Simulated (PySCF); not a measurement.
**Assignment exercise: C$_{8}$H$_{14}$OSi**

Mapped SMILES: `[CH2:1]=[C:2]([CH3:3])[C@@:4]1([SiH3:5])[CH2:6][C@H:7]1[C:8]([CH3:9])=[O:10]`. Hydrogens are named by the atom that carries them. Ha(C1) is cis to C3; Ha(C6) is cis to C8 on the ring; Hb(C1) is trans to C3; Hb(C6) is trans to C8 on the ring.

Isolated molecule, relativity neglected, fast rotation and ring inversion assumed for equivalent nuclei, a single conformation. GIAO PBE0/pcSseg-1 shieldings; coordinates at the GFN2-xTB level; PySCF 2.14.0 with density-fitted response routines.

Chemical shifts δ = σref − σ; TMS for 13C (σref 186.93) and 1H (σref 31.72), all at this level.

(1) Assign these signals to the numbered atoms. 13C{1H} NMR (computed): δ 209.2, 151.5, 123.1, 36.1, 33.7, 29.4, 25.3, 21.3.

(2) Assign these signals to the numbered atoms. 1H NMR (500 MHz, computed): δ 5.24 (br s, 1H), 4.70 (br s, 1H), 3.97 (s, 3H), 2.30 (s, 3H), 2.12 (m, 1H), 1.88 (s, 3H), 1.45 (m, 1H), 0.84 (m, 1H).

Answers

(1) 
```tsv
δ (ppm)	atoms	environment	reason
209.2	C8	ketone carbonyl carbon	the double bond to the heteroatom, with no lone-pair donor beside it, deshields it most
151.5	C2	fully substituted alkene carbon	an sp2 carbon of a C=C bond
123.1	C1	terminal =CH2 carbon	as expected for a trigonal carbon in a double bond
36.1	C9	methyl carbon α to a carbonyl	α to the electron-withdrawing carbonyl group
33.7	C7	three-membered-ring carbon	aliphatic region, no heteroatom directly attached
29.4	C4	three-membered-ring carbon	–
25.3	C3	allylic methyl carbon	saturated and bonded to C and H only
21.3	C6	three-membered-ring carbon	carbons of three-membered rings are unusually shielded
```

(2) 
| δ (ppm) | atoms | environment | reason |
| --- | --- | --- | --- |
| 5.24 | Ha(C1) | hydrogen on a terminal =CH2 carbon | olefinic region |
| 4.70 | Hb(C1) | hydrogen on a terminal =CH2 carbon | – |
| 3.97 | H(Si5) | hydrogen on a silicon bonded to C | – |
| 2.30 | H(C9) | hydrogen on a methyl carbon α to a carbonyl | α to C=O |
| 2.12 | H(C7) | hydrogen on a three-membered-ring carbon | – |
| 1.88 | H(C3) | hydrogen on an allylic methyl carbon | allylic position |
| 1.45 | Ha(C6) | hydrogen on a three-membered-ring carbon | cyclopropane-type protons are shielded by the ring |
| 0.84 | Hb(C6) | hydrogen on a three-membered-ring carbon | – |

Shifts are as computed. Against solution values, carbons near 30 ppm lie about +3 ppm off and those near 130 ppm about +5 ppm. Of 1211 compounds with measured shifts, 218 miss one by over three times the rms of a fit or turn the order of signals round; such compounds aren't used in these exercises. Multiplicities follow the n + 1 count of equivalent neighbours, as no J values were calculated; m marks all less simple cases, F and P coupling included.
